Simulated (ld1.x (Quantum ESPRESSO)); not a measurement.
The numbers below are computed, except where a source is named.
Pseudopotentials across the periodic table

Generated with ld1.x 7.5 (TM, RRKJ, ultrasoft, PAW), atompaw 4.2 or ONCVPSP 4.0.1. The cutoff is in Ry: for ld1.x and atompaw files where the sum of valence levels is converged to 10 mRy in a Bessel basis, for ONCV files where the hardest occupied wave has 1 mHa per electron of residual kinetic energy. The error is the largest all-electron minus pseudo excitation energy over each file’s own four to seven test configurations (ionisations up to +4, promotions, holes and added fractions of an electron), all of which were solved. The labels leave out finer settings (local radius, basis sizes, second energies), which also bear on the numbers. Spin-polarised tests are not counted. The rows are a selection from randomly drawn settings: files with unsolved tests, undetermined cutoffs or missed reference levels are left out.

A true bound ghost makes a file unfit for plane-wave use even where its test errors are small: the radial tests pick states by their node count and pass the ghost by.

```csv
element,potential,cutoff (Ry),largest error (meV),bound ghosts
S,"RRKJ, PBE, scalar-relativistic, rc 1.40/1.20 (sp), local s, core correction yes, reference 3s2 3p3",70,+46,none
Ni,"PAW, PBE, scalar-relativistic, rc 1.15/1.70/1.75 (spd), local smoothed, core correction yes, reference 3s2 3p6 3d8 4s1 4p1",50,-116,none
Zn,"PAW, PBE, scalar-relativistic, rc 2.00/2.90/1.20 (spd), local smoothed, core correction yes, reference 3d10 4s2 4p0",100,-172,s
In,"TM, PBE, fully relativistic, rc 1.95/2.70/2.65 (spd), local smoothed, core correction yes, reference 5s1.5 5p0",15,-71,none
Au,"TM semilocal, PBE, scalar-relativistic, rc 2.35/3.40/2.10 (spd), local p, core correction yes, reference 5d10 6s0.5 6p0.5",40,-168,none
```

**Question.** Fill in the row for W: TM, PBEsol, scalar-relativistic, rc 1.90/3.05/2.05 (spd), local p, core correction yes, reference 5d4 6s0.5 6p0.

**Answer.** cutoff 30 Ry, largest error -262 meV, bound ghosts: none.
